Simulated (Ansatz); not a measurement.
Cost and result for the atomization energy of C$_{2}$HF$_{2}$Si, SMILES `C#C[Si](F)F` radical (6 atoms, 5 bonds).

```xyz
6

C     0.495   -1.074   -1.273
C     0.170   -0.275   -0.428
Si   -0.235    1.111    0.661
F     0.575    0.971    2.020
F    -1.780    1.064    1.026
H     0.776   -1.796   -2.006
```

Total charge 0; spin multiplicity 2. Geometry: relaxed with PBE0-D4/def2-TZVP. Program: Ansatz. All runs use 4 threads of a server CPU on a shared host. Times are those of one run each, without the atoms' runs, and a repeat can differ threefold. Electronic energies, without spin–orbit coupling; frozen cores. CCSD(T)/CBS adds CCSD(T) − MP2 in def2-TZVPP to the MP2 limit, and its time is that of the two runs behind it. T1 = 0.017; ⟨S²⟩ of the reference is 0.77.

CCSD(T)/CBS is a level of theory with its own doubt, some kJ/mol a heavy atom from the limit and from the frozen cores, so smaller differences don't rank the functionals.

```tsv
level	functions	wall time	atomization (kJ/mol)	difference from CCSD(T)/CBS	per bond
LDA (SPW92)/def2-TZVPP	180	1.1 s	3115.1	428.5	85.7
revPBE-D4/def2-TZVPP	180	1.9 s	2682.0	-4.6	-0.9
BLYP-D4/def2-TZVPP	180	2.1 s	2699.9	13.3	2.6
PBE-D4/def2-TZVPP (with forces)	180	2.1 s	2771.8	85.2	17.0
PBE0-D4/def2-TZVPP	180	2.7 s	2682.1	-4.5	-0.9
BHLYP-D4/def2-TZVPP	180	2.7 s	2553.6	-133.0	-26.6
B2PLYP/def2-TZVPP	180	3.9 s	2667.6	-19.0	-3.8
CCSD(T)/def2-SVP	79	5.5 s	2481.1	-205.5	-41.1
r2SCAN-D4/def2-TZVPP (with forces)	180	5.5 s	2705.6	19.0	3.8
ωB97M-V/def2-TZVPP (with forces)	180	8.5 s	2678.4	-8.2	-1.7
MP2/def2-QZVPP	328	18 s	2784.6	98.0	19.6
CCSD(T)/def2-TZVPP	180	2.1 min	2601.8	-84.8	-17.0
CCSD(T)/CBS(def2)	–	2.4 min	2686.6	0.0	0.0
```

The D4 term adds +19.4 kJ/mol with B3LYP and +10.0 kJ/mol with PBE0; it sums over pairs of atoms, weighted by their polarisabilities, and B3LYP, whose exchange is more repulsive, gets the larger term. From r2SCAN to r2SCAN0 (25 % exact exchange), in def2-TZVPP and without D4, the atomization energy moves by −79.4 kJ/mol: exact exchange takes away binding that semilocal exchange gives to molecules. In def2-TZVPP, CCSD(T) changes the Hartree–Fock value by +647.2 kJ/mol (the triples alone add +56.8 kJ/mol) and MP2 by +777.7 kJ/mol; breaking electron pairs costs correlation energy, which Hartree–Fock lacks.

B3LYP here is the variant with VWN-RPA as its local correlation; programs differ in this.
